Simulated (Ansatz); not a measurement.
Born–Oppenheimer molecular dynamics of C$_{3}$H$_{7}$BO (12 atoms, charge 0, multiplicity 1). It starts from a relaxed structure.

These are results of UKS r2SCAN-D4/STO-3G in Ansatz, not measurements.

| Item | Value |
| --- | --- |
| ensemble | NVT, Langevin thermostat |
| time step | 1 fs |
| steps asked | 250 |
| set temperature | 2000 K |
| friction | 0.005 /fs |
| seed | 286163 |

Frames 5 fs apart, positions in Å, forces in eV/Å.

Velocities at 140.0 fs (Å/ps):

```
B 6.07 18.07 -15.18
C -0.83 -0.01 -5.96
C 1.54 2.43 -5.40
O 0.85 2.59 -0.47
C 5.82 -23.08 11.40
H -22.04 36.46 -0.74
H -14.16 -1.08 -3.32
H 14.51 -19.48 21.10
H -44.54 -60.19 -54.70
H 41.74 -25.76 -61.08
H -72.79 21.82 12.57
H 59.85 32.23 33.63
```

```xyz
12
Properties=species:S:1:pos:R:3:forces:R:3 time_fs=140.0 energy_less_start_eV=1.278 T=1521
B -1.054 1.119 0.763 0.01 0.90 1.45
C -0.054 0.647 -0.234 5.35 -1.62 -2.71
C -0.190 -0.917 -0.289 -2.83 -2.52 3.03
O 1.180 -1.297 0.081 0.60 1.46 -0.98
C 1.623 0.149 -0.099 -1.44 1.28 4.13
H -2.150 1.075 0.415 -0.85 0.05 -0.07
H -0.776 1.467 1.852 -0.11 -0.14 0.00
H -0.098 0.984 -1.300 -0.52 0.29 0.75
H -0.865 -1.382 0.586 0.88 1.04 -1.90
H -0.621 -1.309 -1.236 0.35 -0.07 -0.26
H 2.110 0.319 -1.069 0.57 0.18 -0.29
H 2.309 0.502 0.884 -1.99 -0.84 -3.15
12
Properties=species:S:1:pos:R:3:forces:R:3 time_fs=145.0 energy_less_start_eV=1.555 T=1380
B -1.041 1.210 0.709 -1.10 -0.33 1.27
C 0.002 0.626 -0.276 1.74 -0.98 1.48
C -0.219 -0.946 -0.315 1.55 -1.38 -3.70
O 1.185 -1.278 0.082 -0.71 -2.35 1.24
C 1.647 0.057 -0.006 -5.25 3.99 -5.68
H -2.225 1.244 0.421 1.24 0.13 -0.18
H -0.831 1.413 1.868 0.20 0.07 -0.63
H -0.083 1.018 -1.297 0.09 0.17 -0.25
H -0.991 -1.525 0.172 -0.74 -0.02 1.76
H -0.336 -1.361 -1.393 0.04 1.14 0.94
H 1.906 0.412 -1.080 1.26 -1.16 1.37
H 2.309 0.463 0.693 1.67 0.73 2.37
12
Properties=species:S:1:pos:R:3:forces:R:3 time_fs=150.0 energy_less_start_eV=1.973 T=1286
B -1.036 1.293 0.690 2.77 -2.58 0.33
C 0.103 0.589 -0.308 -3.50 1.68 1.42
C -0.260 -1.012 -0.394 2.21 1.18 -0.73
O 1.182 -1.291 0.111 -1.72 -3.36 1.72
C 1.582 0.055 0.014 1.16 4.78 0.48
H -2.134 1.439 0.361 -0.43 0.45 -0.62
H -0.799 1.265 1.849 -0.10 0.54 -0.16
H -0.071 1.092 -1.327 0.99 -0.97 1.07
H -1.206 -1.557 0.026 1.99 0.97 -0.39
H -0.040 -1.166 -1.465 -1.57 -0.91 -0.51
H 2.027 0.311 -0.946 1.38 -0.39 -1.16
H 2.439 0.493 0.809 -3.19 -1.39 -1.46
12
Properties=species:S:1:pos:R:3:forces:R:3 time_fs=155.0 energy_less_start_eV=1.479 T=1722
B -0.989 1.336 0.669 1.37 -2.35 -0.90
C 0.147 0.573 -0.312 -5.00 1.03 0.73
C -0.266 -1.050 -0.488 5.08 3.40 -1.50
O 1.145 -1.357 0.155 -2.11 0.59 0.12
C 1.525 0.126 0.021 3.04 -3.84 -3.46
H -2.085 1.645 0.226 1.41 -0.09 0.41
H -0.746 1.236 1.824 -0.41 0.61 -0.11
H 0.083 1.064 -1.278 0.13 0.13 -0.88
H -1.177 -1.459 -0.074 -0.69 -0.66 0.47
H -0.067 -1.160 -1.607 -1.28 -0.78 1.02
H 2.339 0.114 -0.872 -2.23 0.73 1.54
H 2.116 0.396 0.847 0.70 1.25 2.55
12
Properties=species:S:1:pos:R:3:forces:R:3 time_fs=160.0 energy_less_start_eV=1.830 T=1600
B -0.907 1.315 0.649 1.02 -0.65 -0.92
C 0.089 0.580 -0.310 0.27 -0.75 -4.90
C -0.204 -1.026 -0.598 -1.38 0.14 2.28
O 1.064 -1.424 0.201 -0.92 3.09 -2.04
C 1.513 0.149 0.012 -1.92 -3.28 9.77
H -1.810 1.817 0.133 -0.70 0.24 0.02
H -0.721 1.342 1.788 -0.02 0.07 0.65
H 0.216 1.032 -1.352 -1.23 0.10 1.10
H -1.166 -1.428 -0.116 1.12 0.41 0.04
H -0.361 -1.354 -1.667 1.16 0.56 0.22
H 2.365 0.030 -0.582 2.05 1.09 -2.10
H 1.709 0.510 1.214 0.54 -1.01 -4.11
12
Properties=species:S:1:pos:R:3:forces:R:3 time_fs=165.0 energy_less_start_eV=1.581 T=1677
B -0.808 1.268 0.642 -2.60 2.53 0.26
C 0.038 0.567 -0.366 3.23 -3.03 -2.82
C -0.164 -0.993 -0.671 -2.17 -1.02 1.47
O 0.959 -1.452 0.207 2.01 3.58 -1.23
C 1.473 0.090 0.126 0.42 -2.94 -2.53
H -1.635 1.979 0.128 0.21 -0.59 0.61
H -0.724 1.386 1.809 0.41 -0.63 -0.08
H 0.092 1.061 -1.323 -0.12 0.90 -0.77
H -1.035 -1.352 -0.126 -1.34 -0.35 0.23
H -0.340 -1.460 -1.704 1.26 1.23 0.49
H 2.486 0.227 -0.502 -2.71 -0.28 1.09
H 1.544 0.541 1.059 1.40 0.59 3.28
12
Properties=species:S:1:pos:R:3:forces:R:3 time_fs=170.0 energy_less_start_eV=1.729 T=1578
B -0.748 1.261 0.634 -0.92 0.18 1.44
C 0.028 0.501 -0.457 1.38 2.47 -0.04
C -0.182 -0.964 -0.698 -2.63 -2.32 0.69
O 0.877 -1.436 0.191 3.05 1.24 0.62
C 1.423 -0.013 0.223 -2.98 2.58 4.16
H -1.464 2.070 0.270 -0.80 0.98 -0.45
H -0.684 1.229 1.831 0.41 -0.67 -0.78
H -0.051 1.194 -1.373 1.16 -1.36 0.96
H -1.096 -1.317 -0.146 -0.37 -0.36 -1.60
H -0.054 -1.341 -1.749 -0.44 0.21 0.34
H 2.217 0.345 -0.342 3.10 -0.30 -2.38
H 1.647 0.568 1.327 -0.95 -2.65 -2.97
12
Properties=species:S:1:pos:R:3:forces:R:3 time_fs=175.0 energy_less_start_eV=1.680 T=1620
B -0.724 1.303 0.629 -0.66 -0.94 -0.35
C 0.041 0.467 -0.540 -0.98 4.46 6.32
C -0.244 -0.966 -0.705 -0.31 -2.42 -3.37
O 0.852 -1.404 0.167 -0.15 -2.66 1.34
C 1.346 -0.075 0.352 1.54 3.08 -7.38
H -1.403 2.278 0.388 0.88 -0.66 0.28
H -0.579 0.898 1.747 -0.44 0.45 -0.54
H 0.030 1.178 -1.343 1.22 -0.06 -1.64
H -1.285 -1.365 -0.474 1.02 0.08 -0.10
H 0.061 -1.197 -1.803 -0.99 -0.50 1.34
H 2.228 0.263 -0.410 -1.10 -1.44 2.05
H 1.625 0.234 1.330 -0.02 0.60 2.04
12
Properties=species:S:1:pos:R:3:forces:R:3 time_fs=180.0 energy_less_start_eV=2.236 T=1509
B -0.718 1.340 0.614 0.95 -2.36 -0.80
C 0.060 0.516 -0.531 -0.09 3.11 0.37
C -0.305 -0.998 -0.740 1.59 0.83 -1.29
O 0.819 -1.399 0.159 -2.65 -4.74 0.82
C 1.295 -0.088 0.377 -0.42 0.84 2.18
H -1.263 2.360 0.537 -0.06 0.47 0.07
H -0.517 0.661 1.563 -1.31 0.99 0.52
H 0.331 1.075 -1.549 -0.37 -1.30 2.50
H -1.320 -1.449 -0.812 -0.15 0.23 1.76
H 0.053 -1.213 -1.740 0.46 -0.39 -1.42
H 2.191 -0.092 -0.165 3.12 1.26 -1.21
H 1.562 -0.027 1.599 -1.09 1.07 -3.50
12
Properties=species:S:1:pos:R:3:forces:R:3 time_fs=185.0 energy_less_start_eV=2.177 T=1532
B -0.711 1.354 0.590 0.02 0.18 0.13
C 0.072 0.619 -0.510 0.98 -4.14 0.99
C -0.339 -1.031 -0.810 2.69 1.49 -0.69
O 0.740 -1.449 0.172 -2.05 -1.71 -0.18
C 1.253 -0.093 0.394 3.12 -2.20 -0.62
H -1.109 2.467 0.742 0.27 -0.48 -0.44
H -0.698 0.571 1.454 -1.20 0.35 0.75
H 0.628 0.784 -1.393 0.02 2.24 -1.97
H -1.344 -1.528 -0.779 0.11 0.66 1.07
H 0.056 -1.310 -1.860 -0.53 0.73 0.98
H 2.426 -0.239 0.086 -2.74 1.78 -0.31
H 1.366 0.001 1.492 -0.68 1.10 0.30
12
Properties=species:S:1:pos:R:3:forces:R:3 time_fs=190.0 energy_less_start_eV=1.899 T=1828
B -0.707 1.382 0.566 -1.32 -0.87 2.61
C 0.090 0.640 -0.486 3.16 -4.55 -3.74
C -0.338 -1.054 -0.880 0.70 2.84 4.00
O 0.640 -1.522 0.211 1.10 1.34 -0.89
C 1.246 -0.132 0.400 -5.72 0.01 4.26
H -0.882 2.502 0.881 0.45 0.27 -0.86
H -1.139 0.635 1.451 0.22 0.76 -1.39
H 0.739 0.941 -1.406 -2.16 0.70 1.35
H -1.312 -1.497 -0.495 0.31 0.87 -1.25
H -0.041 -1.301 -1.910 -0.06 -0.27 -0.40
H 2.278 -0.004 0.241 2.48 0.30 -1.35
H 1.065 0.243 1.543 0.84 -1.40 -2.35
12
Properties=species:S:1:pos:R:3:forces:R:3 time_fs=195.0 energy_less_start_eV=1.524 T=1969
B -0.704 1.413 0.578 -0.81 -0.88 -0.68
C 0.136 0.583 -0.510 -2.01 -1.59 0.46
C -0.327 -1.019 -0.893 0.93 3.12 1.41
O 0.562 -1.567 0.234 2.13 2.28 -1.04
C 1.164 -0.164 0.446 0.75 2.33 0.22
H -0.550 2.562 0.853 0.53 -0.56 -0.30
H -1.588 0.869 1.141 0.24 -0.03 0.11
H 0.463 1.325 -1.258 0.73 -1.07 -0.68
H -1.287 -1.302 -0.452 -1.31 0.14 -1.04
H -0.158 -1.292 -1.984 0.10 -0.28 1.11
H 2.278 0.231 0.221 -2.09 -2.08 0.37
H 0.909 0.291 1.465 0.81 -1.38 0.06
```

Of the whole run (250 fs, mean temperature of the second half 1637 K): The mean temperature of the second half is 18 % below the set value. A run of 0.25 ps of so small a system gives no equilibrium averages. Limits of this set-up: minimal basis.

Time of the run: 17 min on 1 thread of Intel(R) Xeon(R) Processor @ 2.70GHz, on a shared host, peak memory 0.18 GiB.
